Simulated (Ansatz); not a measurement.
Ansatz (a program for electronic structure) input (HF/6-31G*):

Ansatz 0.2 input:
```yaml
crystal:
  periodic: [false, false, false]
  atoms:
    - {symbol: C, position_ang: [-1.74351072, -0.63020452, -0.71821073]}
    - {symbol: C, position_ang: [-0.97136384, -0.43805435, 0.34752278]}
    - {symbol: B, position_ang: [0.46415804, 0.16410831, 0.22271714]}
    - {symbol: O, position_ang: [1.20808965, 0.33654153, 1.35867560]}
    - {symbol: O, position_ang: [0.99127707, 0.51908589, -0.97421247]}
    - {symbol: H, position_ang: [-1.40728567, -0.37742909, -1.70827249]}
    - {symbol: H, position_ang: [-2.73448027, -1.04466362, -0.64259604]}
    - {symbol: H, position_ang: [-1.35328885, -0.70745405, 1.31966803]}
    - {symbol: H, position_ang: [1.86857811, 0.87353910, -0.93396249]}
basis:
  gaussian:
    orbitals: 6-31G*
hamiltonian:
  xc: {name: HF}
magnetization: {spin_polarized: true, initial_magnetization: 1}
phonons: {temperatures: {t_min: 298.15, t_max: 298.15, t_step: 100}}
```

Output:

```
Functional definition: HF
integrals: 0.03 GiB planned
902 factors; integrals over basis functions are off by at most 4.3e-4 eV
mean field: 0.32 GiB planned
mean field evaluation 1: about -6861.0795 eV, gradient 3.9e1 eV
mean field evaluation 2: about -6861.1427 eV, gradient 3.9e1 eV
mean field evaluation 4: about -6866.6618 eV, gradient 1.5e1 eV
mean field evaluation 8: about -6868.1230 eV, gradient 2.2e0 eV
mean field evaluation 16: about -6870.5466 eV, gradient 2.1e0 eV
mean field evaluation 32: about -6871.3983 eV, gradient 9.1e-2 eV
mean field evaluation 64: about -6856.1345 eV, gradient 2.2e1 eV
mean field evaluation 96: about -6864.3122 eV, gradient 1.1e1 eV
mean field evaluation 128: about -6864.4184 eV, gradient 2.8e1 eV
mean field evaluation 160: about -6867.7031 eV, gradient 4.1e0 eV
mean field evaluation 192: about -6863.8748 eV, gradient 1.0e1 eV
mean field evaluation 224: about -6867.8359 eV, gradient 1.2e-3 eV
mean field -6871.40888315 eV, -252.5196188474 hartree, gradient 2.6e-5 eV, S^2 0.816100; 5 other end points of the search recorded, 0 dependent functions left out
the calculation of the forces begins
reference -6871.40888315 eV, -252.5196188474 hartree; 19, 18 occupied and 64, 65 virtual orbitals, 902 factors
these checks for a lower state are left out or cut short: stability, starts, cluster_reference, orbital_swaps, neighbouring_geometries, increment
integrals: 0.03 GiB planned
902 factors; integrals over basis functions are off by at most 4.3e-4 eV
mean field: 0.32 GiB planned
mean field -6871.40865762 eV, -252.5196105595 hartree, gradient 1.5e-6 eV, S^2 0.811883; 0 other end points of the search recorded, 0 dependent functions left out
the calculation of the forces begins
reference -6871.40865762 eV, -252.5196105595 hartree; 19, 18 occupied and 64, 65 virtual orbitals, 902 factors
these checks for a lower state are left out or cut short: stability, starts, cluster_reference, orbital_swaps, neighbouring_geometries, increment
integrals: 0.03 GiB planned
902 factors; integrals over basis functions are off by at most 4.3e-4 eV
mean field: 0.32 GiB planned
mean field evaluation 256: about -6871.4086 eV, gradient 1.1e-1 eV
mean field -6871.40865716 eV, -252.5196105426 hartree, gradient 7.8e-6 eV, S^2 0.820422; 0 other end points of the search recorded, 0 dependent functions left out
the calculation of the forces begins
reference -6871.40865716 eV, -252.5196105426 hartree; 19, 18 occupied and 64, 65 virtual orbitals, 902 factors
these checks for a lower state are left out or cut short: stability, starts, cluster_reference, orbital_swaps, neighbouring_geometries, increment
integrals: 0.03 GiB planned
902 factors; integrals over basis functions are off by at most 4.3e-4 eV
mean field: 0.32 GiB planned
mean field -6871.40874405 eV, -252.5196137357 hartree, gradient 1.5e-6 eV, S^2 0.812208; 0 other end points of the search recorded, 0 dependent functions left out
the calculation of the forces begins
reference -6871.40874405 eV, -252.5196137357 hartree; 19, 18 occupied and 64, 65 virtual orbitals, 902 factors
these checks for a lower state are left out or cut short: stability, starts, cluster_reference, orbital_swaps, neighbouring_geometries, increment
integrals: 0.03 GiB planned
902 factors; integrals over basis functions are off by at most 4.3e-4 eV
mean field: 0.32 GiB planned
mean field -6871.40874453 eV, -252.5196137535 hartree, gradient 6.1e-6 eV, S^2 0.820093; 0 other end points of the search recorded, 0 dependent functions left out
the calculation of the forces begins
reference -6871.40874453 eV, -252.5196137535 hartree; 19, 18 occupied and 64, 65 virtual orbitals, 902 factors
these checks for a lower state are left out or cut short: stability, starts, cluster_reference, orbital_swaps, neighbouring_geometries, increment
integrals: 0.03 GiB planned
902 factors; integrals over basis functions are off by at most 4.3e-4 eV
mean field: 0.32 GiB planned
mean field -6871.40869175 eV, -252.5196118137 hartree, gradient 9.1e-6 eV, S^2 0.820548; 0 other end points of the search recorded, 0 dependent functions left out
the calculation of the forces begins
reference -6871.40869175 eV, -252.5196118137 hartree; 19, 18 occupied and 64, 65 virtual orbitals, 902 factors
these checks for a lower state are left out or cut short: stability, starts, cluster_reference, orbital_swaps, neighbouring_geometries, increment
integrals: 0.03 GiB planned
902 factors; integrals over basis functions are off by at most 4.3e-4 eV
mean field: 0.32 GiB planned
mean field evaluation 288: about -6871.4087 eV, gradient 4.5e-5 eV
[...]
reference -6871.40882506 eV, -252.5196167129 hartree; 19, 18 occupied and 64, 65 virtual orbitals, 902 factors
these checks for a lower state are left out or cut short: stability, starts, cluster_reference, orbital_swaps, neighbouring_geometries, increment
integrals: 0.03 GiB planned
902 factors; integrals over basis functions are off by at most 4.3e-4 eV
mean field: 0.32 GiB planned
mean field evaluation 416: about -6871.4088 eV, gradient 2.9e-6 eV
mean field -6871.40876199 eV, -252.5196143950 hartree, gradient 2.9e-6 eV, S^2 0.816086; 0 other end points of the search recorded, 0 dependent functions left out
the calculation of the forces begins
reference -6871.40876199 eV, -252.5196143950 hartree; 19, 18 occupied and 64, 65 virtual orbitals, 902 factors
these checks for a lower state are left out or cut short: stability, starts, cluster_reference, orbital_swaps, neighbouring_geometries, increment
integrals: 0.03 GiB planned
902 factors; integrals over basis functions are off by at most 4.3e-4 eV
mean field: 0.32 GiB planned
mean field -6871.40876352 eV, -252.5196144511 hartree, gradient 2.8e-6 eV, S^2 0.816116; 0 other end points of the search recorded, 0 dependent functions left out
the calculation of the forces begins
reference -6871.40876352 eV, -252.5196144511 hartree; 19, 18 occupied and 64, 65 virtual orbitals, 902 factors
these checks for a lower state are left out or cut short: stability, starts, cluster_reference, orbital_swaps, neighbouring_geometries, increment
integrals: 0.03 GiB planned
902 factors; integrals over basis functions are off by at most 4.3e-4 eV
mean field: 0.32 GiB planned
mean field -6871.40886884 eV, -252.5196183216 hartree, gradient 2.9e-6 eV, S^2 0.816065; 0 other end points of the search recorded, 0 dependent functions left out
the calculation of the forces begins
reference -6871.40886884 eV, -252.5196183216 hartree; 19, 18 occupied and 64, 65 virtual orbitals, 902 factors
these checks for a lower state are left out or cut short: stability, starts, cluster_reference, orbital_swaps, neighbouring_geometries, increment
integrals: 0.03 GiB planned
902 factors; integrals over basis functions are off by at most 4.3e-4 eV
mean field: 0.32 GiB planned
mean field -6871.40886870 eV, -252.5196183165 hartree, gradient 2.8e-6 eV, S^2 0.816138; 0 other end points of the search recorded, 0 dependent functions left out
the calculation of the forces begins
reference -6871.40886870 eV, -252.5196183165 hartree; 19, 18 occupied and 64, 65 virtual orbitals, 902 factors
these checks for a lower state are left out or cut short: stability, starts, cluster_reference, orbital_swaps, neighbouring_geometries, increment
integrals: 0.03 GiB planned
902 factors; integrals over basis functions are off by at most 4.3e-4 eV
mean field: 0.32 GiB planned
mean field -6871.40884587 eV, -252.5196174774 hartree, gradient 1.9e-6 eV, S^2 0.816166; 0 other end points of the search recorded, 0 dependent functions left out
the calculation of the forces begins
reference -6871.40884587 eV, -252.5196174774 hartree; 19, 18 occupied and 64, 65 virtual orbitals, 902 factors
these checks for a lower state are left out or cut short: stability, starts, cluster_reference, orbital_swaps, neighbouring_geometries, increment
integrals: 0.03 GiB planned
902 factors; integrals over basis functions are off by at most 4.3e-4 eV
mean field: 0.32 GiB planned
mean field evaluation 448: about -6871.4088 eV, gradient 1.9e-6 eV
mean field -6871.40884584 eV, -252.5196174763 hartree, gradient 1.9e-6 eV, S^2 0.816034; 0 other end points of the search recorded, 0 dependent functions left out
the calculation of the forces begins
reference -6871.40884584 eV, -252.5196174763 hartree; 19, 18 occupied and 64, 65 virtual orbitals, 902 factors
these checks for a lower state are left out or cut short: stability, starts, cluster_reference, orbital_swaps, neighbouring_geometries, increment
integrals: 0.03 GiB planned
902 factors; integrals over basis functions are off by at most 4.3e-4 eV
mean field: 0.32 GiB planned
mean field -6871.40882823 eV, -252.5196168293 hartree, gradient 2.2e-6 eV, S^2 0.816147; 0 other end points of the search recorded, 0 dependent functions left out
the calculation of the forces begins
reference -6871.40882823 eV, -252.5196168293 hartree; 19, 18 occupied and 64, 65 virtual orbitals, 902 factors
these checks for a lower state are left out or cut short: stability, starts, cluster_reference, orbital_swaps, neighbouring_geometries, increment
integrals: 0.03 GiB planned
902 factors; integrals over basis functions are off by at most 4.3e-4 eV
mean field: 0.32 GiB planned
mean field -6871.40882813 eV, -252.5196168256 hartree, gradient 2.4e-6 eV, S^2 0.816055; 0 other end points of the search recorded, 0 dependent functions left out
the calculation of the forces begins
reference -6871.40882813 eV, -252.5196168256 hartree; 19, 18 occupied and 64, 65 virtual orbitals, 902 factors
these checks for a lower state are left out or cut short: stability, starts, cluster_reference, orbital_swaps, neighbouring_geometries, increment
integrals: 0.03 GiB planned
902 factors; integrals over basis functions are off by at most 4.3e-4 eV
mean field: 0.32 GiB planned
mean field -6871.40869955 eV, -252.5196121005 hartree, gradient 2.9e-6 eV, S^2 0.816092; 0 other end points of the search recorded, 0 dependent functions left out
the calculation of the forces begins
reference -6871.40869955 eV, -252.5196121005 hartree; 19, 18 occupied and 64, 65 virtual orbitals, 902 factors
these checks for a lower state are left out or cut short: stability, starts, cluster_reference, orbital_swaps, neighbouring_geometries, increment
integrals: 0.03 GiB planned
902 factors; integrals over basis functions are off by at most 4.3e-4 eV
mean field: 0.32 GiB planned
mean field -6871.40869627 eV, -252.5196119799 hartree, gradient 3.1e-6 eV, S^2 0.816108; 0 other end points of the search recorded, 0 dependent functions left out
the calculation of the forces begins
reference -6871.40869627 eV, -252.5196119799 hartree; 19, 18 occupied and 64, 65 virtual orbitals, 902 factors
these checks for a lower state are left out or cut short: stability, starts, cluster_reference, orbital_swaps, neighbouring_geometries, increment
integrals: 0.03 GiB planned
902 factors; integrals over basis functions are off by at most 4.3e-4 eV
mean field: 0.32 GiB planned
mean field evaluation 480: about -6871.4089 eV, gradient 2.6e-6 eV
mean field -6871.40887550 eV, -252.5196185665 hartree, gradient 2.6e-6 eV, S^2 0.816102; 0 other end points of the search recorded, 0 dependent functions left out
the calculation of the forces begins
reference -6871.40887550 eV, -252.5196185665 hartree; 19, 18 occupied and 64, 65 virtual orbitals, 902 factors
these checks for a lower state are left out or cut short: stability, starts, cluster_reference, orbital_swaps, neighbouring_geometries, increment
integrals: 0.03 GiB planned
902 factors; integrals over basis functions are off by at most 4.3e-4 eV
mean field: 0.32 GiB planned
mean field -6871.40887528 eV, -252.5196185585 hartree, gradient 2.3e-6 eV, S^2 0.816098; 0 other end points of the search recorded, 0 dependent functions left out
the calculation of the forces begins
reference -6871.40887528 eV, -252.5196185585 hartree; 19, 18 occupied and 64, 65 virtual orbitals, 902 factors
Total energy: -6871.40888315 eV, -252.5196188474 hartree
Atom 0 at    -1.743511    -0.630205    -0.718211 Å, force    -0.000058    -0.000019    -0.000040 eV/Å
Atom 1 at    -0.971364    -0.438054     0.347523 Å, force    -0.000015     0.000015    -0.000180 eV/Å
Atom 2 at     0.464158     0.164108     0.222717 Å, force     0.000293     0.000095     0.000215 eV/Å
Atom 3 at     1.208090     0.336542     1.358676 Å, force     0.000025    -0.000016     0.000228 eV/Å
Atom 4 at     0.991277     0.519086    -0.974212 Å, force    -0.000304    -0.000091    -0.000286 eV/Å
Atom 5 at    -1.407286    -0.377429    -1.708272 Å, force    -0.000083    -0.000029    -0.000047 eV/Å
Atom 6 at    -2.734480    -1.044664    -0.642596 Å, force    -0.000072    -0.000035     0.000046 eV/Å
Atom 7 at    -1.353289    -0.707454     1.319668 Å, force    -0.000003    -0.000000    -0.000008 eV/Å
Atom 8 at     1.868578     0.873539    -0.933962 Å, force     0.000217     0.000080     0.000071 eV/Å
Dipole moment:     0.021094     0.025044    -0.141095 e Å
Vibrations: 99.47 221.11 393.82 445.68 521.92 522.04 768.59 806.02 1082.67 1117.82 1118.04 1126.15 1336.70 1373.09 1479.72 1563.39 1700.33 3319.76 3331.34 3410.55 4120.73 cm⁻¹, zero-point energy 1.851020 eV
```

The blocks after the first are displaced geometries, from whose forces the wavenumbers follow.
